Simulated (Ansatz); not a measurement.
The cluster Li4F5⁻. Total charge -1; singlet. Geometry B3LYP-D4/def2-SVPD, basis def2-TZVPD, Ansatz.

```xyz
9

Li   -0.8194   -0.7762   -1.1681
Li   -0.3682   -0.4278    2.2291
Li    1.4556   -0.2213   -0.6933
Li   -0.2258    1.4777   -0.6380
F    -0.0835   -0.1009    0.5306
F     0.7141   -1.5254   -1.6303
F     1.5211    1.5334   -0.9064
F    -1.5678    0.7791   -1.5539
F    -0.6259   -0.7386    3.8302
```

```tsv
run	HOMO (eV)	LUMO (eV)
A	-4.25	2.55
B	-2.73	2.59
C	-6.17	2.74
D	-4.52	2.79
```

Another isomer (singlet) lies 0.99 eV lower at PBE0-D4/def2-TZVPD; other spin states weren't run for this one.

Q: The runs used BHLYP, PBE0, r2SCAN, r2SCAN0. Estimate which is which.

A: A PBE0 (25 % exact exchange); B r2SCAN (0 % exact exchange); C BHLYP (50 % exact exchange); D r2SCAN0 (25 % exact exchange). Exact exchange lowers occupied and raises empty levels; among semilocal functionals meta-GGAs tend to open the gap a little, and such runs are hard to tell apart. The gap grows from 5.32 eV (r2SCAN) to 8.91 eV (BHLYP).
